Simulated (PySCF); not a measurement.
B3FH5 (calculated)

Computed with PySCF 2.14.0. Calculation on a computer-drawn molecule: the log of a Hartree-Fock and frozen-core CCSD(T) single point meant for a local Hartree-Fock minimum, with one planted fault or none, to be diagnosed. Offsets are logged minus clean, where the clean run is the same molecule without the fault. The reference is restricted for singlets and unrestricted otherwise, and also for a bond in bohr or an excited solution. Adding or removing an electron swaps singlet and doublet. The excited solution moves the top pair (singlet) or top alpha electron (doublet) to the lowest empty orbital. Highest occupied and lowest empty are orbital energies over both spins, largest force is the largest gradient component, triples share is (T) over the correlation energy, the T1 limit is 0.02 restricted and 0.045 unrestricted, electrons count all cores, a negative frequency is imaginary (commonest isotopes), and the dipole is about the centre of nuclear charge.

B3FH5

Logged structure:
```xyz
9
B3FH5
B     -1.8559     1.3539    -0.1014
B     -0.8170     0.7069     1.0342
B     -0.6214    -1.0184     1.2039
F     -1.4498    -1.8073     0.2621
H     -3.0303     1.5590     0.1232
H     -1.5161     1.5964    -1.2405
H     -0.1681     1.4283     1.7745
H      0.5827    -1.2956     1.0159
H     -0.9263    -1.3330     2.3745
```

* meant charge: -1
* meant multiplicity: 1
* meant basis: aug-cc-pVDZ
* logged electrons: 30
* logged basis functions: 25
* logged SCF converged: yes
* logged spin squared: 0
* logged highest occupied: -0.59006 eV
* logged lowest empty: 12.195 eV
* logged largest force: 0.035693 hartree/bohr
* logged T1 diagnostic: 0.015625
* logged D1 diagnostic: 0.06051
* logged triples share: 0.017747
* logged CC converged: yes
* logged dipole magnitude: 3.1233 debye
* logged SCF stable within its kind: yes
* logged energy HF: -173.91614 hartree
* logged energy CCSD(T): -174.08517 hartree
* possible faults: no fault, one electron removed, one electron added, multiplicity raised by two, geometry at a saddle point, SCF held on an excited solution, minimal basis STO-3G, one bond length entered in bohr, all coordinates scaled
* planted fault: minimal basis STO-3G
* HF energy offset from clean run: 1564 kcal/mol
* CCSD(T) energy offset from clean run: 1810 kcal/mol

Drawn bonds:
```tsv
atom	other atom	order
1	2	1
2	3	1
3	4	1
1	5	1
1	6	1
2	7	1
3	8	1
3	9	1
```
